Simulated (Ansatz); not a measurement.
Species: CH3GeO, charge 0, doublet. CH3GeO (SMILES O=[C][GeH3], doublet).
B3LYP-D3(BJ)/def2-TZVP minimum from Ansatz (an electronic-structure program):
```
Ge
H 1 1.5345
H 1 1.5345 2 110.30
H 1 1.5428 2 111.55 3 -124.55
C 1 2.0859 2 104.37 3 111.58
O 5 1.1667 1 127.40 2 122.10
```
Charge 0, spin multiplicity 2.

Total energies in cc-pVDZ, 17 correlated electrons, 16 frozen orbitals. Open shells are spin-unrestricted; no spin-orbit coupling. Correlated methods leave the cores frozen (noble-gas shells, and filled d and f shells in the p block). No relativity.

| method | program | energy (Eh) | minus CCSDT(Q) (mEh) |
|---|---|---|---|
| HF | Ansatz | -2189.76173 | 435.99 |
| MP2 | Ansatz | -2190.14967 | 48.06 |
| CCSD | Ansatz | -2190.18121 | 16.52 |
| CCSD(T) | Ansatz | -2190.19526 | 2.46 |
| CCSDT(Q) | Ansatz | -2190.19772 | 0.00 |

Rough core times of Ansatz's runs on a shared machine: CCSD(T) under 20 s, CCSDT(Q) 5 min.
